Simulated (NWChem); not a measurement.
Species: BH2, doublet; SMILES [BH2]

Computed with NWChem. Pople sets run with spherical d functions. Spin-unrestricted. Medium grid unless said otherwise, to which SCAN and Minnesota functionals are sensitive. In the optimisation the excess spin sits in a1 (C2v, its own frame). Structure relaxed at the PBE0/def2-SVP, spin-unrestricted level. No stability test was run on the SCF state. Level r2SCAN/6-31G*: single points from the atomic guess with DIIS by default; each run changes one setting, and all converged runs end within 0.3 mHa of each other.

```
setting                           SCF iterations
--------------------------------  --------------
defaults                                       7
core-Hamiltonian guess                         7
level shift of 0.5 Ha throughout              11
occupation smearing of 0.005 Ha                7
no DIIS, 40 % damping                         13
no level shifting                              7
```
